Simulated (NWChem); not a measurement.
System: GeH$_{2}$, singlet; SMILES [GeH2]

Input file for NWChem:

```
start job
memory heap 200 mb stack 900 mb global 1100 mb
geometry units angstroms noautosym nocenter noautoz
  Ge     0.000000     0.000000     0.034964
  H      0.000000    -1.133163    -1.085552
  H      0.000000     1.133163    -1.085552
end
basis spherical
  * library def2-tzvpd
end
dft
  xc xpbe96 cpbe96
  iterations 150
end
property
  response 1 0.0
end
task dft property
```

Low-valent species are run as closed-shell singlets; no triplet was tried in these runs. Coordinates come from a PBE0-D3(BJ)/def2-TZVP optimisation.

Static field.

Task: Predict the main results of this run. (PBE/def2-TZVPD.) Quantities: basis functions; isotropic polarisability (bohr³); anisotropy (bohr³).

Result: 
```json
{
 "number_of_basis_functions": "72",
 "isotropic polarisability (bohr³)": "38.6",
 "anisotropy (bohr³)": "12.4"
}
```
